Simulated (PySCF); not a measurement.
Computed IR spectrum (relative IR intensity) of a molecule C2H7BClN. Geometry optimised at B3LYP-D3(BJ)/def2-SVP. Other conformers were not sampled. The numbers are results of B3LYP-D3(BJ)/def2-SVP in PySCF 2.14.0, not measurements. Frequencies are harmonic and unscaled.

Lines under 2 % of the strongest are left out, and lines within 2 cm⁻¹ are merged.

```tsv
ν (cm⁻¹)	relative intensity
346	3.7
373	3.7
788	26
832	8.8
891	6.9
1079	5.6
1165	83
1256	55
1442	53
1459	8.7
1472	22
1553	100
2642	75
3000	24
3007	50
3059	34
3065	7.5
3150	6.1
3165	2.1
```

**Question.** Pick the molecule that these values belong to.
A. CCB(N)Cl
B. CN(C)BCl
C. CNB(C)Cl

**Answer.** B, CN(C)BCl
